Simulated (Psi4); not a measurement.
C₆H₁₃O₃ (SMILES COC[CH]OCCOC), doublet, geometry from GFN2-xTB; MP2/STO-3G run with Psi4.

Input for Psi4:
```
memory 2 GB

molecule mol {
0 2
C     3.360642    1.134120    0.156559
O     2.629531    0.115883    0.789423
C     2.221333   -0.941727   -0.098043
C     1.253148   -0.538949   -1.140894
O     0.001292   -0.064270   -0.881940
C    -0.486887   -0.170923    0.436255
C    -1.862978    0.482592    0.494992
O    -2.830094   -0.449721    0.076098
C    -4.121562    0.093475    0.001474
H     4.261246    0.732733   -0.324647
H     3.648771    1.835635    0.937381
H     2.758903    1.654516   -0.597364
H     3.109779   -1.362588   -0.587364
H     1.800548   -1.688201    0.584001
H     1.568556   -0.284215   -2.137164
H     0.201098    0.323221    1.133347
H    -0.590977   -1.225751    0.720673
H    -1.871431    1.366322   -0.159982
H    -2.074800    0.808660    1.525795
H    -4.454279    0.465296    0.979395
H    -4.166874    0.917907   -0.721024
H    -4.778559   -0.710206   -0.323757
}

set {
  basis sto-3g
  reference uhf
}

energy('mp2')
print_variables()
```

What the program printed (banner, timings and long lists left out):

```
    SCF Algorithm Type (re)set to DF.

   => Loading Basis Set <=

    Name: STO-3G
    Role: ORBITAL
    Keyword: BASIS

         ---------------------------------------------------------
                                   SCF
               by Justin Turney, Rob Parrish, Andy Simmonett
                          and Daniel G. A. Smith
                              UHF Reference
         ---------------------------------------------------------

  ==> Geometry <==

    Molecular point group: c1
    Full point group: C1

    Geometry (in Angstrom), charge = 0, multiplicity = 2:

       Center              X                  Y                   Z               Mass
    ------------   -----------------  -----------------  -----------------  -----------------
         C            3.356250801523     1.155227687309     0.164231908307    12.000000000000
         O            2.625139801523     0.136990687309     0.797095908307    15.994914619570
         C            2.216941801523    -0.920619312691    -0.090370091693    12.000000000000
         C            1.248756801523    -0.517841312691    -1.133221091693    12.000000000000
         O           -0.003099198477    -0.043162312691    -0.874267091693    15.994914619570
         C           -0.491278198477    -0.149815312691     0.443927908307    12.000000000000
         C           -1.867369198477     0.503699687309     0.502664908307    12.000000000000
         O           -2.834485198477    -0.428613312691     0.083770908307    15.994914619570
         C           -4.125953198477     0.114582687309     0.009146908307    12.000000000000
         H            4.256854801523     0.753840687309    -0.316974091693     1.007825032230
         H            3.644379801523     1.856742687309     0.945053908307     1.007825032230
         H            2.754511801523     1.675623687309    -0.589691091693     1.007825032230
         H            3.105387801523    -1.341480312691    -0.579691091693     1.007825032230
         H            1.796156801523    -1.667093312691     0.591673908307     1.007825032230
         H            1.564164801523    -0.263107312691    -2.129491091693     1.007825032230
         H            0.196706801523     0.344328687309     1.141019908307     1.007825032230
         H           -0.595368198477    -1.204643312691     0.728345908307     1.007825032230
         H           -1.875822198477     1.387429687309    -0.152309091693     1.007825032230
         H           -2.079191198477     0.829767687309     1.533467908307     1.007825032230
         H           -4.458670198477     0.486403687309     0.987067908307     1.007825032230
         H           -4.171265198477     0.939014687309    -0.713351091693     1.007825032230
         H           -4.782950198477    -0.689098312691    -0.316084091693     1.007825032230

  Running in c1 symmetry.

  Rotational constants: A =      0.15475  B =      0.01952  C =      0.01882 [cm^-1]
  Rotational constants: A =   4639.18394  B =    585.29183  C =    564.31335 [MHz]
  Nuclear repulsion =  476.258680326104241

  Charge       = 0
  Multiplicity = 2
  Electrons    = 73
  Nalpha       = 37
  Nbeta        = 36

  ==> Algorithm <==

  SCF Algorithm Type is DF.
  DIIS enabled.
  MOM disabled.
  Fractional occupation disabled.
  Guess Type is SAD.
  Energy threshold   = 1.00e-08
  Density threshold  = 1.00e-08
  Integral threshold = 1.00e-12

  ==> Primary Basis <==

  Basis Set: STO-3G
    Blend: STO-3G
    Number of shells: 40
    Number of basis functions: 58
    Number of Cartesian functions: 58
    Spherical Harmonics?: true
    Max angular momentum: 1

   => Loading Basis Set <=

    Name: (STO-3G AUX)
    Role: JKFIT
    Keyword: DF_BASIS_SCF

  ==> Integral Setup <==

  SCF_SUBTYPE=INCORE selected. In-core MEM_DF algorithm will be used.
  Using in-core AOs.

  ==> MemDFJK: Density-Fitted J/K Matrices <==

    J tasked:                   Yes
    K tasked:                   Yes
    wK tasked:                   No
    Algorithm:                 Core
    Schwarz Cutoff:           1E-12
    Mask sparsity (%):       5.1130
    Fitting Condition:        1E-10

   => Auxiliary Basis Set <=

  Basis Set: (STO-3G AUX)
    Blend: DEF2-UNIVERSAL-JKFIT
    Number of shells: 303
    Number of basis functions: 915
    Number of Cartesian functions: 1073
    Spherical Harmonics?: true
    Max angular momentum: 4

  Minimum eigenvalue in the overlap matrix is 2.1545464412E-01.
  Reciprocal condition number of the overlap matrix is 8.8953547753E-02.
    Using symmetric orthogonalization.

  ==> Pre-Iterations <==

  SCF Guess: Superposition of Atomic Densities via on-the-fly atomic UHF (no occupation information).

   -------------------------
    Irrep   Nso     Nmo
   -------------------------
     A         58      58
   -------------------------
    Total      58      58
   -------------------------

  ==> Iterations <==

                           Total Energy        Delta E     RMS |[F,P]|

   @DF-UHF iter SAD:  -446.52189787944769   -4.46522e+02   0.00000e+00
   @DF-UHF iter   1:  -453.32914627619306   -6.80725e+00   7.77139e-03 DIIS/ADIIS
   @DF-UHF iter   2:  -453.46296153369485   -1.33815e-01   2.30352e-03 DIIS/ADIIS
   @DF-UHF iter   3:  -453.47532660569033   -1.23651e-02   6.47421e-04 DIIS/ADIIS
   @DF-UHF iter   4:  -453.47745577114807   -2.12917e-03   2.39875e-04 DIIS/ADIIS
   @DF-UHF iter   5:  -453.47788149694634   -4.25726e-04   1.36156e-04 DIIS/ADIIS
   @DF-UHF iter   6:  -453.47804233291993   -1.60836e-04   3.57459e-05 DIIS
   @DF-UHF iter   7:  -453.47805178288638   -9.44997e-06   1.36432e-05 DIIS
   @DF-UHF iter   8:  -453.47805299288331   -1.21000e-06   6.38144e-06 DIIS
   @DF-UHF iter   9:  -453.47805331034454   -3.17461e-07   2.25095e-06 DIIS
   @DF-UHF iter  10:  -453.47805335018592   -3.98414e-08   8.72604e-07 DIIS
   @DF-UHF iter  11:  -453.47805335602237   -5.83645e-09   3.36836e-07 DIIS
   @DF-UHF iter  12:  -453.47805335688906   -8.66692e-10   1.26828e-07 DIIS
   @DF-UHF iter  13:  -453.47805335700860   -1.19542e-10   3.91436e-08 DIIS
   @DF-UHF iter  14:  -453.47805335701929   -1.06866e-11   1.61801e-08 DIIS
   @DF-UHF iter  15:  -453.47805335702139   -2.10321e-12   7.35832e-09 DIIS
  Energy and wave function converged.

  ==> Post-Iterations <==

   @Spin Contamination Metric:   1.245097171E-02
   @S^2 Expected:                7.500000000E-01
   @S^2 Observed:                7.624509717E-01
   @S   Expected:                5.000000000E-01
   @S   Observed:                5.000000000E-01

    Orbital Energies [Eh]
    ---------------------

    Alpha Occupied:

[...]
      37A     -0.244695

    Alpha Virtual:

[...]
    Beta Occupied:

[...]
    Beta Virtual:

[...]
      58A      0.900946

    Final Occupation by Irrep:
              A
    DOCC [    36 ]
    SOCC [     1 ]
    NA   [    37 ]
    NB   [    36 ]

  @DF-UHF Final Energy:  -453.47805335702139

   => Energetics <=

    Nuclear Repulsion Energy =            476.2586803261042405
    One-Electron Energy =               -1568.3309669347863746
    Two-Electron Energy =                 638.5942332516607394
    Total Energy =                       -453.4780533570213947

  UHF NO Occupations:
  HONO-2 :   35  A 1.9987873
  HONO-1 :   36  A 1.9969227
  HONO-0 :   37  A 1.0000000
  LUNO+0 :   38  A 0.0030773
  LUNO+1 :   39  A 0.0012127
  LUNO+2 :   40  A 0.0009829
  LUNO+3 :   41  A 0.0008001

Computation Completed

Properties will be evaluated at   0.000000,   0.000000,   0.000000 [a0]

Properties computed using the SCF density matrix

 Multipole Moments:

 ------------------------------------------------------------------------------------
     Multipole            Electronic (a.u.)      Nuclear  (a.u.)        Total (a.u.)
 ------------------------------------------------------------------------------------

 L = 1.  Multiply by 2.5417464519 to convert [e a0] to [Debye]
 Dipole X            :          0.7230750           -0.6057866            0.1172884
 Dipole Y            :         -2.5552329            2.9117924            0.3565595
 Dipole Z            :         -0.9820075            1.0584702            0.0764627
 Magnitude           :                                                    0.3830637

 ------------------------------------------------------------------------------------

  //>>>>>>>>>>>>>>>>>>>>>>>>>>>>>>>>>>>//
  //               DFMP2               //
  //<<<<<<<<<<<<<<<<<<<<<<<<<<<<<<<<<<<//

   => Loading Basis Set <=

    Name: (STO-3G AUX)
    Role: RIFIT
    Keyword: DF_BASIS_MP2

	 --------------------------------------------------------
	                          DF-MP2
	      2nd-Order Density-Fitted Moller-Plesset Theory

	        Rob Parrish, Justin Turney, Andy Simmonett,
	           Ed Hohenstein, and C. David Sherrill
	 --------------------------------------------------------

	 --------------------------------------------------------
	                 NBF =    58, NAUX =   614
	 --------------------------------------------------------
	   CLASS    FOCC     OCC    AOCC    AVIR     VIR    FVIR
	   ALPHA       0      37      37      21      21       0
	    BETA       0      36      36      22      22       0
	 --------------------------------------------------------

	-----------------------------------------------------------
	 ==================> DF-MP2 Energies <====================
	-----------------------------------------------------------
	 Reference Energy          =    -453.4780533570213947 [Eh]
	 Singles Energy            =      -0.0000000000000000 [Eh]
	 Same-Spin Energy          =      -0.0516762913764638 [Eh]
	 Opposite-Spin Energy      =      -0.3479991776849555 [Eh]
	 Correlation Energy        =      -0.3996754690614193 [Eh]
	 Total Energy              =    -453.8777288260828300 [Eh]
	-----------------------------------------------------------
	 ================> DF-SCS-MP2 Energies <==================
	-----------------------------------------------------------
	 SCS Same-Spin Scale       =       0.3333333333333333 [-]
	 SCS Opposite-Spin Scale   =       1.2000000000000000 [-]
	 SCS Same-Spin Energy      =      -0.0172254304588213 [Eh]
	 SCS Opposite-Spin Energy  =      -0.4175990132219465 [Eh]
	 SCS Correlation Energy    =      -0.4348244436807678 [Eh]
	 SCS Total Energy          =    -453.9128778007021765 [Eh]
	-----------------------------------------------------------

  Variable Map:
  ----------------------------------------------------------------------------
[...]
  Array Variable Map:
  ----------------------------------------------------------------------------
[...]
[...]
```
